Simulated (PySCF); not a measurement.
A GIAO shielding run with PySCF (density fitting, non-relativistic, gas phase) on SMILES CN[Si@@H]1CC[Si@@H](O)N1, C₃H₁₂N₂OSi₂:

```
$ OMP_NUM_THREADS=1 python probes_run.py task.json out

{"job": {"kind": "nmr", "xc": "PBE0", "basis": "pcSseg-1"}, "charge": 0, "multiplicity": 1}
C     -3.179328    -0.341947     0.046483
N     -1.912838    -0.549565     0.704217
Si    -0.567917     0.477865     0.392129
C      0.138642     0.202011    -1.345132
C      1.663500     0.294100    -1.241066
Si     2.210955    -0.481553     0.401920
O      3.573932     0.123131     1.061450
N      0.794063    -0.072741     1.303314
H     -3.780523    -1.251683     0.090680
H     -3.757887     0.478086     0.487839
H     -2.990339    -0.098426    -0.996038
H     -2.038991    -0.854222     1.657680
H     -0.798976     1.909997     0.686572
H     -0.236728     0.902454    -2.092358
H     -0.133653    -0.797616    -1.687402
H      2.135559    -0.166097    -2.109676
H      1.954824     1.347210    -1.256623
H      2.538474    -1.901281     0.372314
H      3.652122     1.057738     1.234764
H      0.729960    -0.266781     2.285898
```

Hardware: 1 thread of an Arm Neoverse N1, shared host. The job also computes population analyses, field gradients, ring-centre shieldings.

Task: How large is the calculation?

Result: 80 electrons, 210 basis functions and 1128 auxiliary functions.

Task: How long does it take, and how much memory does it need?

Result: 74 s of wall time, with 14 SCF cycles and 4 response iterations; peak memory 1 GiB. Times on a shared host scatter by some tens of per cent.
